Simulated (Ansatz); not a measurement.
B2FH5Si, SMILES `FBB[SiH3]` at its PBE0-D4/def2-TZVP geometry, where that method's forces vanish. Charge 0, multiplicity 1.

```json
{"atom": "F1", "x (Å)": "-0.101", "y (Å)": "-0.637", "z (Å)": "-2.632"}
{"atom": "B2", "x (Å)": "-0.660", "y (Å)": "-0.844", "z (Å)": "-1.446"}
{"atom": "B3", "x (Å)": "-0.695", "y (Å)": "0.276", "z (Å)": "-0.217"}
{"atom": "Si4", "x (Å)": "0.767", "y (Å)": "0.459", "z (Å)": "1.154"}
{"atom": "H5", "x (Å)": "-1.139", "y (Å)": "-1.941", "z (Å)": "-1.266"}
{"atom": "H6", "x (Å)": "-1.638", "y (Å)": "1.001", "z (Å)": "-0.067"}
{"atom": "H7", "x (Å)": "0.227", "y (Å)": "0.603", "z (Å)": "2.533"}
{"atom": "H8", "x (Å)": "1.766", "y (Å)": "-0.643", "z (Å)": "1.149"}
{"atom": "H9", "x (Å)": "1.473", "y (Å)": "1.725", "z (Å)": "0.794"}
```

Q: For each bond, give half the difference of the two atoms' forces along it (eV/Å; positive pushes the atoms apart) under PBE-D4, r2SCAN-D4, B3LYP-D4, ωB97M-V in def2-TZVPP. (An estimate is asked.)

A: Ansatz gave: 
| bond | length (Å) | PBE-D4 | r2SCAN-D4 | B3LYP-D4 | ωB97M-V |
| --- | --- | --- | --- | --- | --- |
| F1–B2 | 1.328 | 0.52 | 0.20 | 0.25 | 0.23 |
| B2–B3 | 1.663 | -0.30 | -0.12 | -0.05 | 0.04 |
| B2–H5 | 1.210 | 0.09 | 0.00 | -0.14 | -0.21 |
| B3–Si4 | 2.013 | -0.06 | 0.02 | 0.10 | 0.06 |
| B3–H6 | 1.199 | 0.13 | -0.01 | -0.11 | -0.15 |
| Si4–H7 | 1.489 | 0.10 | -0.01 | -0.06 | -0.11 |
| Si4–H8 | 1.487 | 0.08 | -0.02 | -0.06 | -0.09 |
| Si4–H9 | 1.494 | 0.14 | 0.01 | -0.07 | -0.12 |

B3LYP here is the variant with VWN-RPA as its local correlation; programs differ in this.
